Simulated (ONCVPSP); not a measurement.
**Os (Z = 76): variants of one ONCV potential**

Base potential:

```
Element                 : Os
Generator               : ONCVPSP 4.0.1
Type                    : optimised norm-conserving Vanderbilt (ONCV)
Functional              : PBE
Relativity              : scalar-relativistic
Frozen core             : [Kr] 4d10 4f14
Valence charge          : 16
Reference configuration : 5s2 5p6 5d5 (charge +3)
Partial waves           : 5s: rc 1.70 bohr, ncon 4, nbas 9, qcut 5.8 1/bohr, 3 projectors, debl 0.4 Ha; 5p: rc 1.10 bohr, ncon 4, nbas 8, qcut 8.4 1/bohr, 2 projectors, debl 2.1 Ha; 5d: rc 2.35 bohr, ncon 3, nbas 7, qcut 7 1/bohr, 2 projectors, debl 0.3 Ha; f scattering state at 0.39 Ha: rc 2.30 bohr, ncon 5, nbas 9, qcut 5.4 1/bohr, 1 projector
Local potential         : polynomial inside 0.80 bohr (lpopt 5, dvloc0 3 Ha)
Core correction         : none
```

In the s channel the program set the typed energies aside and used -4.492, 0.050, 0.450 Ha. In the p channel the program set the typed energies aside and used -2.987, 0.250 Ha. In the d channel the program set the typed energies aside and used -1.286, 0.250 Ha.

All-electron outer shells of the reference configuration (PBE, scalar-relativistic, ld1.x):

| shell | level (eV) | outermost node (bohr) | outermost maximum (bohr) |
| --- | --- | --- | --- |
| 4f | -82.85 | – | 0.40 |
| 5p | -81.28 | 0.55 | 1.03 |
| 5d | -34.98 | 0.60 | 1.33 |

Cutoffs, loose and tight: the cutoffs (Ha) at which the residual kinetic energy of the hardest occupied pseudo-wave falls to 1 and 0.1 mHa per electron. They do not see the model core or the augmentation charge, which bear on the density cutoff. Test errors are all-electron minus pseudo excitation energies from the reference, over the configurations 5s2 5p6 5d6 6s2; 5s2 5p6 5d6 6s1; 5s2 5p6 5d6; 5s2 5p6 5d6 6p1. A dash means not determined; rows that change the core or the reference have their own tests.

1 further variants are left out, since the program set their typed debl aside.

A true bound ghost makes a file unfit for plane-wave use even where its test errors are small: the radial tests pick states by their node count and pass the ghost by.

```csv
change,outcome,"cutoff, loose","cutoff, tight",bound ghosts,GHOST(+) flags above zero,largest test error (meV)
base,"generated, projector energies reset by the program",36 Ha,124 Ha,"s, d",p,+20
p: qcut 11.2,"generated, projector energies reset by the program",41 Ha,48 Ha,"s, d",p,+20
d: rc 1.64,"generated, projector energies reset by the program",36 Ha,124 Ha,s,p,+23
"local potential polynomial inside 0.80 bohr (lpopt 5, dvloc0 7.5 Ha)","generated, projector energies reset by the program",36 Ha,124 Ha,"s, d","s, p",+24
```
